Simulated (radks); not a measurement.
Problem. Isoelectronic series with 48 electrons, all held in the configuration [Kr] 4d10 5s2, which need not be the ground one along the series. All-electron calculation, Dirac Kohn-Sham, PBE, spin-unpolarised, spherical densities, point nucleus. Program: a radial shooting solver on a logarithmic mesh with Libxc functionals. Total energies (hartree) and mean radii <r> (bohr):

| ion | E (hartree) | 5s1/2 | 4d5/2 | 4d3/2 | 4p3/2 |
|---|---|---|---|---|---|
| Cd | -5596.03519 | 2.900 | 1.298 | 1.277 | 0.9703 |
| In+ | -5883.01701 | 2.482 | 1.185 | 1.169 | 0.9317 |
| Sn2+ | -6178.23511 | 2.217 | 1.097 | 1.083 | 0.8952 |
| Sb3+ | -6481.70501 | 2.022 | 1.025 | 1.013 | 0.8608 |
| Te4+ | -6793.45351 | 1.868 | 0.9645 | 0.9532 | 0.8285 |
| I5+ | -7113.51464 | 1.743 | 0.9123 | 0.9018 | 0.7984 |
| Xe6+ | -7441.92773 | 1.637 | 0.8665 | 0.8567 | 0.7703 |
| Cs7+ | -7778.7364 | 1.546 | 0.8260 | 0.8166 | 0.7440 |
| Ba8+ | -8123.9877 | 1.466 | 0.7897 | 0.7807 | 0.7194 |

Estimate the row of La9+.

Solution. E (hartree) -8477.7323; 5s1/2 1.395; 4d5/2 0.7569; 4d3/2 0.7482; 4p3/2 0.6964.
